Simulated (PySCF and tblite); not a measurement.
The numbers below are computed, except where a source is named.
System: C₇H₉B, numbered as in [BH2:1][CH:2]1[CH:3]=[CH:4][CH:5]=[CH:6][CH:7]=[CH:8]1.

Geometries: PBE0-D3(BJ)/def2-SVP; energies: PBE0/pcSseg-1 + D3(BJ), IEF-PCM water; zero-point and thermal terms from GFN2-xTB harmonic modes (soft modes blended into free rotors). Rate constants are transition-state-theory values, counting equivalent paths, without tunnelling. Programs: tblite and PySCF.

Problem. How high is the barrier to the shift of B1 from C2 to C6, through which structure does it pass, and what rate follows at 298 K?

Solution. The electronic barrier is 9.8 kcal/mol and ΔG‡(298 K) 9.7 kcal/mol, over a Cs saddle with an imaginary mode of 368i cm⁻¹ (GFN2-xTB). With 2 equivalent paths, k is 1×10⁶ s⁻¹, a mean lifetime of the start of 990 ns against this motion.
